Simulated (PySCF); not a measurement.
Bonding in thiepane

Thiepane, C6H12S.
Atom-mapped SMILES: `[CH2:1]1[CH2:2][CH2:3][CH2:4][S:5][CH2:6][CH2:7]1` (hydrogens: H8, H9 on C1; H10, H11 on C2; H12, H13 on C3; H14, H15 on C4; H16, H17 on C6; H18, H19 on C7)

Geometry (PBE0-D3(BJ)/def2-SVP, Å), atoms numbered from 1 in this order:
```xyz
19
C6H12S angstrom
C     -0.6745   -1.2988    0.1006
C      0.6441   -1.0147   -0.6290
C      1.6139   -0.1140    0.1366
C      1.2216    1.3491    0.2720
S     -0.3569    1.6899    1.1041
C     -1.4904    1.1365   -0.2020
C     -1.8336   -0.3507   -0.1997
H     -1.0107   -2.3226   -0.1298
H     -0.4799   -1.2829    1.1856
H      0.4475   -0.5942   -1.6322
H      1.1598   -1.9711   -0.8106
H      1.7648   -0.5363    1.1448
H      2.6003   -0.1449   -0.3597
H      1.1903    1.8409   -0.7156
H      1.9759    1.8868    0.8675
H     -1.0369    1.4378   -1.1603
H     -2.4040    1.7403   -0.0926
H     -2.2673   -0.5899   -1.1874
H     -2.6332   -0.5404    0.5349
```

Bond orders from the PBE0/pcSseg-1 density (PySCF). The structure is a single PBE0-D3(BJ)/def2-SVP conformer in the gas phase; no vibrational or solvent corrections.

Q: Where do the orders between heavy atoms depart from those drawn in the SMILES?

A: The largest departure is 0.047, at C7–C1 (drawn single, 1.047) and C2–C3 (drawn single, 1.044).

Q: Give the Mayer order of every bond between heavy atoms, beside its length.

A: 
```csv
bond,drawn as,length (Å),Mayer order
C1–C2,single,1.533,1.008
C2–C3,single,1.529,1.044
C3–C4,single,1.521,1.009
C4–S5,single,1.817,1.012
S5–C6,single,1.816,1.011
C6–C7,single,1.526,0.994
C7–C1,single,1.527,1.047
```

By pair of heavy elements: C–C: lowest C6–C7 (0.994, 1.526 Å), highest C7–C1 and C2–C3 (1.047, 1.527 Å); in 2 of the 10 pairs the longer bond (by over 0.003 Å) has the higher order (by 0.02 or more). C–S: all 2 within 0.02 of one another (1.011 to 1.012). Bonds named together lie within 0.004.

Q: And the bonds to hydrogen?

A: C–H: 0.93 to 0.96 (12 bonds).

Q: Sum the orders of all bonds at each heavy atom with more than one neighbour and set the sums beside the valence in the SMILES.

A: C1 3.954 (drawn 4), C2 3.961 (drawn 4), C3 3.940 (drawn 4), C4 3.900 (drawn 4), S5 2.023 (drawn 2), C6 3.887 (drawn 4), C7 3.939 (drawn 4). Orders between atoms that aren't bonded are not in these sums.

Mayer orders depend on the basis set.
